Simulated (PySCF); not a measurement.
## A ladder of Hamiltonians for Xe⁴²⁺ (xenon, charge +42)

Occupied: 1s1/2, 2s1/2, 2p1/2, 2p3/2, 3s1/2. Hartree-Fock calculated with PySCF 2.14 in an uncontracted even-tempered set (17 s from 4.1 bohr⁻², ratio 2.7; 13 p from 4.9 bohr⁻², ratio 2.7), Gaussian nucleus throughout. NR is non-relativistic, sf-X2C the spin-free one-electron X2C Hamiltonian, X2C adds the bare one-electron spin-orbit term, X2C-SNSO screens it by Boettger's factors, DC is four-component Dirac-Coulomb, and the Gaunt term is added at first order (total energies over the DC spinors, levels after relaxing the spinors in that mean field). QED terms are absent. Levels marked empty are virtual spinors of this ion; the basis has s and p functions only, so 3d, which can lie below the n = 4 levels, is absent.

```csv
Hamiltonian,E (hartree),E − E(DC) (hartree),CPU seconds
NR,-5606.2548,201.7744,0.45
sf-X2C,-5804.2200,3.8092,0.21
X2C,-5806.3729,1.6563,0.26
X2C-SNSO,-5806.2106,1.8186,0.26
DC,-5808.0292,0.0000,18
DC+Gaunt,-5802.7683,5.2609,32
```

```csv
level (eV),NR,sf-X2C,X2C,X2C-SNSO,DC,DC+Gaunt
1s1/2,-36036.4,-37485.9,-37482.9,-37483.2,-37515.2,-37429.8
2s1/2,-7699.5,-8095.8,-8095.1,-8095.1,-8099.0,-8090.4
2p1/2,-7416.1,-7545.0,-7789.3,-7779.4,-7781.2,-7766.2
2p3/2,-7416.1,-7545.0,-7436.6,-7440.5,-7443.4,-7432.7
3s1/2,-3121.6,-3241.8,-3241.7,-3241.7,-3242.7,-3240.4
3p1/2 (empty),-2960.5,-3010.1,-3070.9,-3068.4,-3068.9,-3065.1
3p3/2 (empty),-2960.5,-3010.1,-2982.9,-2983.9,-2984.5,-2981.9
4s1/2 (empty),-1644.4,-1691.1,-1691.1,-1691.1,-1691.4,-1690.6
```

```
interval (eV)     sf-X2C    X2C  X2C-SNSO     DC  DC+Gaunt
2p3/2 − 2p1/2  2.011e-11  352.7     338.9  337.8     333.4
3p3/2 − 3p1/2  2.042e-10  87.95     84.53  84.39     83.25
```

Weight of the small component: 1s1/2 0.0397, 2s1/2 0.00885, 2p1/2 0.00876, 2p3/2 0.00834, 3s1/2 0.00333, 3p1/2 0.00326, 3p3/2 0.00315, 4s1/2 0.00157.

Koopmans' value for the highest occupied level at DC+Gaunt: 3240.4 eV, against an ionisation energy of 3243 ± 4 eV (theoretical estimate listed by NIST; NIST Atomic Spectra Database, ionization energies); the former lacks relaxation, correlation, QED and recoil.

The whole ladder took 56 s of wall time on 1 thread of Intel(R) Xeon(R) Platinum 8175M CPU @ 2.50GHz (shared host), launched as `OMP_NUM_THREADS=1 python relrun2.py TASK.json OUT` (a driver that calls PySCF for each Hamiltonian).
